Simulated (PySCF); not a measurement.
Computed shifts of a molecule C₂H₈BNO, PBE0/pcSseg-1 (PySCF), GIAO, gas phase, atoms alike by connectivity averaged where their shifts nearly agree, in ppm (number of nuclei): ¹H: 4.62 (1), 3.94 (3), 3.33 (3), 2.94 (1). ¹⁵N: 91.6 (1). ¹³C: 54.8 (1), 36.6 (1). References: ¹¹B against BF3 (σ = 88.8 ppm); ¹H against TMS (σ = 31.56 ppm); ¹⁵N against NH3 (σ = 267.4 ppm); ¹³C against TMS (σ = 186.3 ppm); ¹⁷O against H2O (σ = 334.2 ppm), references at their B3LYP-D3(BJ)/def2-TZVP geometries, non-relativistic. Geometry: PBE-D3(BJ)/def2-SVP. Other conformers were not sampled.

Problem. Pick the molecule that these values belong to.
A. CNB(C)O
B. CNBOC
C. CCOBN
D. CCB(N)O

Solution. B, CNBOC
